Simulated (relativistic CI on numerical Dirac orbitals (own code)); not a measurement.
## What each ingredient does to the levels of Tb23+

Base calculation: Dirac-Coulomb-Breit CI, KLI orbitals optimised for each configuration, a model potential for QED, unscaled Slater integrals.

CI space (outside the closed core [Ar] 3d10): 4s2.4p6.4d6, 4s2.4p5.4d7, 4s2.4p6.4d5.4f, 4s2.4p4.4d8, 4s.4p6.4d7, 4p6.4d8, 4s2.4p6.4d5.5s, 4s.4p6.4d6.4f, 4s2.4p6.4d5.5p, 4s2.4p6.4d5.5d, 4s2.4p6.4d4.5s2, 4s2.4p4.4d7.5s, 4s2.4p6.4d5.6s, 4s.4p6.4d6.5s, 4s.4p6.4d5.5s2, 4p6.4d7.5s. Levels of other configurations are missing.

Variants: (1) valence Slater integrals scaled by 0.9; (2) QED terms removed; (3) one mean potential for all configurations. Shifts of the energy above 4s2.4p6.4d6 5D_4, in cm⁻¹, for the lowest level and the first level of each name with at least 55 % of one term (blank where a level changes its place among those of its configuration and J or its character, or is not in the variant):

| Level | Base | Δ(1) | Δ(2) | Δ(3) |
| --- | --- | --- | --- | --- |
| 4s2.4p6.4d6 5D_4 | 0 | 0 | 0 | 0 |
| 4s2.4p6.4d6 5D_3 | 45886 | +1382 | -165 | -1 |
| 4s2.4p6.4d6 5D_1 | 55597 | +693 | -165 | -1 |
| 4s2.4p6.4d6 3G_5 | 82372 | -3233 | -142 | -1 |
| 4s2.4p6.4d6 3H_6 | 84495 | -3461 | -147 | -1 |
| 4s2.4p6.4d6 3D_1 | 121854 | -5385 | -175 | -3 |
| 4s2.4p6.4d6 3P_0 | 128286 |  | -161 | -3 |
| 4s2.4p6.4d6 3H_5 | 145489 | -3153 | -317 | -3 |
| 4s2.4p6.4d6 1I_6 | 159245 | -4867 | -314 | -2 |
| 4s2.4p6.4d6 3P_1 | 170274 | -5709 | -296 | -4 |
| 4s2.4p6.4d6 1G_4 | 178116 | -6671 | -300 | -4 |
| 4s2.4p6.4d6 1S_0 | 325469 |  | -384 | -8 |
| 4s2.4p5.4d7 5G°_6 | 1034157 | +12046 | +564 | -281 |
| 4s2.4p5.4d7 3D°_3 | 1059862 | +9728 | +536 | -315 |
| 4s2.4p5.4d7 5G°_5 | 1098841 | +11508 | +398 | -290 |
| 4s2.4p5.4d7 3H°_6 | 1121724 | +8808 | +400 | -305 |

At this charge energies of transitions that change n are usually good to better than 1 %, and those within a shell (Δn = 0) to a few per cent. Terms inside the open d or f shell come out 10 to 20 % too wide with unscaled integrals.

Ionisation energy from the two ground configurations alone: base 772.484 eV; valence Slater integrals scaled by 0.9 772.79 eV. The NIST ASD value (theoretical) is 772 eV.

LS names give the leading component of a level, which can be under half, so a name can repeat, a term be missing and a line seem to break the LS rules.
